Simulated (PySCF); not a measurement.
CH7NSi3. Atoms are numbered in the order given.

```xyz
12

Si     2.2159     0.7724     0.0489
Si     0.3763    -0.6831     0.1997
N     -0.8281    -0.0909     1.4500
C     -1.8558     0.2277     0.7223
Si    -1.5236    -0.2373    -1.1309
H      1.7156     2.1696    -0.2011
H      3.0361     0.7590     1.3109
H      3.0889     0.3550    -1.1056
H      0.8248    -2.0989     0.4596
H     -2.7590     0.6759     1.2043
H     -2.3627    -1.3844    -1.6382
H     -1.5714     0.8667    -2.1600
```

Geometry: PBE-D3(BJ)/def2-SVP. The structure was generated by enumeration; whether it is a known compound was not checked.

Method: PBE-D3(BJ)/def2-SVP run with PySCF.

Frequencies are harmonic and unscaled.

```
mode  ν (cm⁻¹)  IR (km/mol)  Raman (Å⁴/amu)  depolarisation  moving atoms (share of kinetic energy)
----  --------  -----------  --------------  --------------  --------------------------------------
1           70          0.1             4.6            0.63                 Si 52 %, C 24 %, H 21 %
2           91          0.3             0.9            0.64                         H 73 %, Si 23 %
3          100          0.2             1.3            0.67                         H 51 %, Si 36 %
4          200         14.0             1.1            0.47                 H 44 %, N 41 %, Si 10 %
5          344          3.1            27.7            0.21                         Si 73 %, H 19 %
6          396         13.4             1.7            0.65                         H 78 %, Si 13 %
7          413          5.3            19.8            0.55          Si 60 %, H 20 %, C 10 %, N 9 %
8          454          8.3             8.8            0.35                 Si 52 %, H 24 %, N 16 %
9          484          9.7            12.7            0.74                         H 76 %, Si 23 %
10         523          9.3             8.1            0.62                         H 54 %, Si 36 %
11         554          8.7            18.5            0.69                                  H 87 %
12         591         28.0            12.3            0.36                  H 75 %, C 15 %, Si 9 %
13         644         15.2            12.4            0.25                 H 46 %, N 25 %, Si 24 %
14         676        102.0             9.0            0.72          H 56 %, N 23 %, Si 11 %, C 9 %
15         727         48.1             4.6            0.74         H 54 %, N 19 %, Si 14 %, C 13 %
16         744        108.6             4.0            0.31                 H 52 %, Si 24 %, C 20 %
17         824        220.5             9.2            0.72                         H 87 %, Si 10 %
18         872         18.5             1.2            0.71                          H 75 %, C 22 %
19         896         77.4            23.9            0.74                                  H 92 %
20         897         19.8            24.9            0.74                                  H 97 %
21         901         36.4            23.1            0.73                                  H 97 %
22        1243          7.9             7.6            0.59                          H 81 %, C 12 %
23        1540         38.7             5.1            0.32                          C 53 %, N 46 %
24        2121        113.7           238.4            0.15                                  H 98 %
25        2137         16.7           200.4            0.65                                  H 96 %
26        2144        135.9           131.6            0.49                                  H 96 %
27        2149         54.2           373.7            0.00                                  H 99 %
28        2165         73.5           145.7            0.70                                  H 96 %
29        2170         87.3           112.8            0.66                                  H 96 %
30        2937         68.2           376.8            0.35                           H 92 %, C 8 %
```
